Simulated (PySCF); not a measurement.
C7H6.
Numbering: `[CH:1]#[C:2][C@@H:3]1[CH:4]=[C:5]1[CH:6]=[CH2:7]` (hydrogens: H8 on C1; H9 on C3; H10 on C4; H11 on C6; H12, H13 on C7)

Cartesian coordinates in Å at the GFN2-xTB level; atoms count from 1:
```
atom  x, y, z in Å
C1     2.7738    0.2131    0.9146
C2     1.7851   -0.3692    0.5679
C3     0.6071   -1.0626    0.1425
C4     0.2492   -1.1049   -1.3216
C5    -0.4948   -0.3223   -0.5840
C6    -1.5664    0.5897   -0.3985
C7    -1.8320    1.1609    0.7745
H8     3.6410    0.7157    1.2241
H9     0.3479   -1.9101    0.7760
H10    0.5293   -1.5165   -2.2590
H11   -2.1689    0.7994   -1.2741
H12   -1.2278    0.9559    1.6426
H13   -2.6479    1.8514    0.8988
```

Computed, not measured: PySCF 2.14.0, density-fitted response routines, TDDFT PBE0/def2-SVPD, vertical, gas phase, core orbitals frozen in the response.

Orbital energies (eV): HOMO-3 -9.45, HOMO-2 -7.73, HOMO-1 -7.22, HOMO -7.00, LUMO -1.39, LUMO+1 0.85, LUMO+2 1.04.

Computed singlets:

```tsv
state	E (eV)	f
S1	4.58	0.016
S2	5.25	0.010
S3	5.36	0.388
S4	6.39	0.0006
S5	6.65	0.024
S6	6.71	0.015
```

Question: Assign a leading configuration to S1, S2 and S3 and set E beside the orbital difference Δε.

Answer: 

| state | leading configuration | weight | Δε (eV) | E (eV) | E − Δε (eV) | f | other configurations |
| --- | --- | --- | --- | --- | --- | --- | --- |
| S1 | HOMO-1→LUMO | 0.67 | 5.83 | 4.58 | -1.25 | 0.016 | H→L (31%) |
| S2 | HOMO-2→LUMO | 0.94 | 6.34 | 5.25 | -1.09 | 0.010 | – |
| S3 | HOMO→LUMO | 0.62 | 5.61 | 5.36 | -0.25 | 0.388 | H-1→L (30%) |

E − Δε runs from -1.25 to -0.25 eV. By orbital difference alone the order would be S3, S1, S2.

H and L stand for HOMO and LUMO. The other states: S4 6.39 eV, f 0.0006, H-1→L+3 (35%), H→L+3 (17%), H-1→L+1 (8%); S5 6.65 eV, f 0.024, H→L+1 (60%), H→L+2 (18%); S6 6.71 eV, f 0.015, H-1→L+1 (35%), H→L+1 (20%), H-1→L+2 (11%).

Triplets (Tamm–Dancoff): T1 2.96 eV, H→L (80%), H-1→L (16%); T2 4.37 eV, H-1→L (77%), H→L (16%).

Summed over the main configurations (up to three a state, each over 8%) of all 6 singlets, the electron leaves HOMO with weight 2.07, HOMO-1 with weight 1.86 and HOMO-2 with weight 0.94.

One conformer stands for the species.
